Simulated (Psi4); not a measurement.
H4BeGeS (SMILES [SH][Be][GeH3]), singlet, geometry from GFN2-xTB (such geometries of metal compounds can be far from the true shape); B3LYP/cc-pVDZ (Psi4).

Here is a job for Psi4.
```
memory 2 GB

molecule {
0 1
Be    0.32098543    0.42545624   -0.59270207
S     0.87002856    1.48251087   -2.06806358
H     2.18445315    1.52438941   -2.00534123
Ge   -0.47594880   -0.73628429    1.02334985
H    -0.52989555   -2.22619318    0.87498480
H     0.24431692   -0.66480554    2.33615169
H    -1.87291167   -0.49429218    1.50683517
}

set {
  basis cc-pvdz
}

energy('b3lyp')
print_variables()
```

What the program printed (banner, timings and long lists left out):

```
   => Loading Basis Set <=

    Name: CC-PVDZ
    Role: ORBITAL
    Keyword: BASIS

         ---------------------------------------------------------
                                   SCF
               by Justin Turney, Rob Parrish, Andy Simmonett
                          and Daniel G. A. Smith
                              RKS Reference
         ---------------------------------------------------------

  ==> Geometry <==

    Molecular point group: c1
    Full point group: C1

    Geometry (in Angstrom), charge = 0, multiplicity = 1:

       Center              X                  Y                   Z               Mass
    ------------   -----------------  -----------------  -----------------  -----------------
         BE           0.358376194482     0.468077491851    -0.650878105018     9.012183065000
         S            0.907419324482     1.525132121851    -2.126239615018    31.972071174400
         H            2.221843914482     1.567010661851    -2.063517265018     1.007825032230
         GE          -0.438558035518    -0.693663038149     0.965173814982    73.921177761000
         H           -0.492504785518    -2.183571928149     0.816808764982     1.007825032230
         H            0.281707684482    -0.622184288149     2.277975654982     1.007825032230
         H           -1.835520905518    -0.451670928149     1.448659134982     1.007825032230

  Running in c1 symmetry.

  Rotational constants: A =      2.48486  B =      0.04262  C =      0.04245 [cm^-1]
  Rotational constants: A =  74494.21817  B =   1277.69304  C =   1272.66268 [MHz]
  Nuclear repulsion =  169.550879587306241

  Charge       = 0
  Multiplicity = 1
  Electrons    = 56
  Nalpha       = 28
  Nbeta        = 28

  ==> Algorithm <==

  SCF Algorithm Type is DF.
  DIIS enabled.
  MOM disabled.
  Fractional occupation disabled.
  Guess Type is SAD.
  Energy threshold   = 1.00e-06
  Density threshold  = 1.00e-06
  Integral threshold = 1.00e-12

  ==> Primary Basis <==

  Basis Set: CC-PVDZ
    Blend: CC-PVDZ
    Number of shells: 37
    Number of basis functions: 79
    Number of Cartesian functions: 83
    Spherical Harmonics?: true
    Max angular momentum: 2

  ==> DFT Potential <==

   => LibXC <=

    Version 7.1.2
    S. Lehtola, C. Steigemann, M. J. T. Oliveira, and M. A. L. Marques,  SoftwareX 7, 1–5 (2018) (10.1016/j.softx.2017.11.002)

   => Composite Functional: B3LYP <=

    B3LYP Hyb-GGA Exchange-Correlation Functional

    P. J. Stephens, F. J. Devlin, C. F. Chabalowski, and M. J. Frisch,  J. Phys. Chem. 98, 11623 (1994) (10.1021/j100096a001)

    Deriv               =              1
    GGA                 =           TRUE
    Meta                =          FALSE

    Exchange Hybrid     =           TRUE
    MP2 Hybrid          =          FALSE

   => Exchange Functionals <=

    0.0800   Slater exchange
    0.7200         Becke 88

   => Exact (HF) Exchange <=

    0.2000               HF

   => Correlation Functionals <=

    0.1900   Vosko, Wilk & Nusair (VWN5_RPA)
    0.8100   Lee, Yang & Parr

   => LibXC Density Thresholds  <==

    XC_HYB_GGA_XC_B3LYP:  1.00E-15

   => Molecular Quadrature <=

    Radial Scheme          =       TREUTLER
    Pruning Scheme         =           NONE
    Nuclear Scheme         =       TREUTLER

    Blocking Scheme        =         OCTREE
    BS radius alpha        =              1
    Pruning alpha          =              1
    Radial Points          =             75
    Spherical Points       =            302
    Total Points           =         151600
    Total Blocks           =           1195
    Max Points             =            256
    Max Functions          =             79
    Weights Tolerance      =       1.00E-15

   => Loading Basis Set <=

    Name: (CC-PVDZ AUX)
    Role: JKFIT
    Keyword: DF_BASIS_SCF

  ==> Integral Setup <==

  SCF_SUBTYPE=INCORE selected. In-core MEM_DF algorithm will be used.
  Using in-core AOs.

  ==> MemDFJK: Density-Fitted J/K Matrices <==

    J tasked:                   Yes
    K tasked:                   Yes
    wK tasked:                   No
    Algorithm:                 Core
    Schwarz Cutoff:           1E-12
    Mask sparsity (%):       1.3780
    Fitting Condition:        1E-10

   => Auxiliary Basis Set <=

  Basis Set: (CC-PVDZ AUX)
    Blend: CC-PVDZ-JKFIT + DEF2-UNIVERSAL-JKFIT
    Number of shells: 136
    Number of basis functions: 426
    Number of Cartesian functions: 499
    Spherical Harmonics?: true
    Max angular momentum: 3

  Minimum eigenvalue in the overlap matrix is 7.6136451699E-03.
  Reciprocal condition number of the overlap matrix is 1.6471563962E-03.
    Using symmetric orthogonalization.

  ==> Pre-Iterations <==

  SCF Guess: Superposition of Atomic Densities via on-the-fly atomic UHF (no occupation information).

   -------------------------
    Irrep   Nso     Nmo
   -------------------------
     A         79      79
   -------------------------
    Total      79      79
   -------------------------

  ==> Iterations <==

                           Total Energy        Delta E     RMS |[F,P]|

   @DF-RKS iter SAD: -2488.79341965578169   -2.48879e+03   0.00000e+00
   @DF-RKS iter   1: -2491.38111404093752   -2.58769e+00   1.60423e-02 ADIIS/DIIS
   @DF-RKS iter   2: -2491.36495617581977    1.61579e-02   2.13557e-02 ADIIS/DIIS
   @DF-RKS iter   3: -2492.30168965995972   -9.36733e-01   1.07044e-03 ADIIS/DIIS
   @DF-RKS iter   4: -2492.30616243411123   -4.47277e-03   4.24143e-04 ADIIS/DIIS
   @DF-RKS iter   5: -2492.30687938788333   -7.16954e-04   1.03844e-04 ADIIS/DIIS
   @DF-RKS iter   6: -2492.30692615149928   -4.67636e-05   1.77638e-05 DIIS
   @DF-RKS iter   7: -2492.30692770426049   -1.55276e-06   3.35842e-06 DIIS
   @DF-RKS iter   8: -2492.30692776051001   -5.62495e-08   1.09729e-06 DIIS
   @DF-RKS iter   9: -2492.30692776610340   -5.59339e-09   1.26510e-07 DIIS
  Energy and wave function converged.

  ==> Post-Iterations <==

   Electrons on quadrature grid:
      Ntotal   =   55.9999923748 ; deviation = -7.625e-06

    Orbital Energies [Eh]
    ---------------------

    Doubly Occupied:

       1A   -398.766702     2A    -88.875630     3A    -49.811155
       4A    -44.332894     5A    -44.332870     6A    -44.332422
       7A     -7.941123     8A     -6.220102     9A     -5.904588
      10A     -5.899638    11A     -5.897652    12A     -4.390906
      13A     -4.390844    14A     -4.389432    15A     -4.077978
      16A     -1.189199    17A     -1.189150    18A     -1.185821
      19A     -1.185468    20A     -1.185467    21A     -0.733267
      22A     -0.552336    23A     -0.436418    24A     -0.334951
      25A     -0.326006    26A     -0.325309    27A     -0.299031
      28A     -0.279229

    Virtual:

      29A     -0.063461    30A     -0.040308    31A     -0.000365
      32A      0.046677    33A      0.084702    34A      0.096136
      35A      0.105014    36A      0.149571    37A      0.179464
      38A      0.186659    39A      0.202519    40A      0.210163
      41A      0.286011    42A      0.289833    43A      0.295319
      44A      0.345444    45A      0.351916    46A      0.408035
      47A      0.425253    48A      0.446387    49A      0.477829
      50A      0.485189    51A      0.498195    52A      0.510265
      53A      0.519887    54A      0.528354    55A      0.602425
      56A      0.612629    57A      0.618692    58A      0.651978
      59A      0.741882    60A      0.832165    61A      0.861446
      62A      0.892589    63A      0.984490    64A      0.996575
      65A      1.021852    66A      1.070477    67A      1.202276
      68A      1.255557    69A      1.362295    70A      1.367859
      71A      1.437352    72A      1.480145    73A      1.642262
      74A      1.646877    75A      1.656306    76A      1.948016
      77A      1.960034    78A      1.969551    79A      2.074492

    Final Occupation by Irrep:
              A
    DOCC [    28 ]
    NA   [    28 ]
    NB   [    28 ]

  @DF-RKS Final Energy: -2492.30692776610340

   => Energetics <=

    Nuclear Repulsion Energy =            169.5508795873062411
    One-Electron Energy =               -3804.1969014057258391
    Two-Electron Energy =                1230.1788382592324069
    DFT Exchange-Correlation Energy =     -87.8397442069161656
    Empirical Dispersion Energy =           0.0000000000000000
    VV10 Nonlocal Energy =                  0.0000000000000000
    Total Energy =                      -2492.3069277661033993

Computation Completed

Properties will be evaluated at   0.000000,   0.000000,   0.000000 [a0]

Properties computed using the SCF density matrix

 Multipole Moments:

 ------------------------------------------------------------------------------------
     Multipole            Electronic (a.u.)      Nuclear  (a.u.)        Total (a.u.)
 ------------------------------------------------------------------------------------

 L = 1.  Multiply by 2.5417464519 to convert [e a0] to [Debye]
 Dipole X            :         -3.4401854            3.9568649            0.5166796
 Dipole Y            :         -4.3360693            4.5103798            0.1743105
 Dipole Z            :          5.9513727           -6.1564592           -0.2050865
 Magnitude           :                                                    0.5825825

 ------------------------------------------------------------------------------------

  Variable Map:
  ----------------------------------------------------------------------------
  "CURRENT ENERGY"              =>   -2492.306927766103
  "CURRENT REFERENCE ENERGY"    =>   -2492.306927766103
  "DD SOLVATION ENERGY"         =>       0.000000000000
  "DFT FUNCTIONAL TOTAL ENERGY" =>   -2492.306927766103
  "DFT TOTAL ENERGY"            =>   -2492.306927766103
  "DFT VV10 ENERGY"             =>       0.000000000000
  "DFT XC ENERGY"               =>     -87.839744206916
  "GRID ELECTRONS ALPHA"        =>      27.999996187378
  "GRID ELECTRONS BETA"         =>      27.999996187378
  "GRID ELECTRONS TOTAL"        =>      55.999992374757
  "NUCLEAR REPULSION ENERGY"    =>     169.550879587306
  "ONE-ELECTRON ENERGY"         =>   -3804.196901405726
  "PCM POLARIZATION ENERGY"     =>       0.000000000000
  "PE ENERGY"                   =>       0.000000000000
  "SCF ITERATION ENERGY"        =>   -2492.306927766103
  "SCF ITERATIONS"              =>       9.000000000000
  "SCF TOTAL ENERGY"            =>   -2492.306927766103
  "TWO-ELECTRON ENERGY"         =>    1230.178838259232
  "XC GRID RADIAL POINTS"       =>      75.000000000000
  "XC GRID SPHERICAL POINTS"    =>     302.000000000000
  "XC GRID TOTAL POINTS"        =>  151600.000000000000

  Array Variable Map:
  ----------------------------------------------------------------------------
  "CURRENT DIPOLE"              =>       0.516679552290 ... -0.205086455806 1 by 3
  "SCF DIPOLE"                  =>       0.516679552290 ... -0.205086455806 1 by 3
  "SCF TOTAL ENERGIES"          =>   -2488.793419655782 ... -2492.306927766103 1 by 10
```
